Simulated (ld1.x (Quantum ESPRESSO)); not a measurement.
**Transferability test, TM potential for N**

* Element: nitrogen (N)
* Generator: ld1.x (Quantum ESPRESSO) 7.5
* Type: norm-conserving Troullier–Martins (Kleinman–Bylander form)
* Functional: PBE
* Relativity: scalar-relativistic
* Frozen core: [He]
* Valence charge: 5
* Reference configuration: 2s2 2p3
* Partial waves: 2s (bound): rc 1.00 bohr; 2p (bound): rc 1.30 bohr; 3d channel at 0.05 Ry: rc 1.15 bohr
* Local potential: all-electron potential smoothed inside 1.05 bohr (lloc = -1)
* Core correction: none

Energies are relative to the spin-unpolarised reference configuration 2s2 2p3; without spin polarisation the order of configurations can differ from experiment. The frozen-core shift is the all-electron ΔE with the core orbitals held at their reference shape minus the fully relaxed ΔE.

```tsv
valence configuration	charge	ΔE all-electron (eV)	error AE − PS (meV)	frozen-core shift (meV)
2s2 2p2	+1	13.591	+7.3	+0.1
2s2 2p1	+2	42.445	+89	+1.8
2s0 2p5	0	23.041	+32	+1.6
2s1 2p4	0	11.508	+8.3	+0.4
2s1 2p3	+1	25.372	-6.5	+0.6
```

**Question.** What are ΔE and the potential's error for 2s2 2p0?

**Answer.** ΔE = 89.528 eV all-electron; the error (AE − PS) is +481 meV.

**Question.** What are ΔE and the potential's error for 2s1 2p0?

**Answer.** ΔE = 167.346 eV all-electron; the error (AE − PS) is +853 meV.

Levels in the configuration 2s1 2p0:

| level | all-electron (eV) | pseudo (eV) |
| --- | --- | --- |
| 2s | -87.573 | -87.068 |
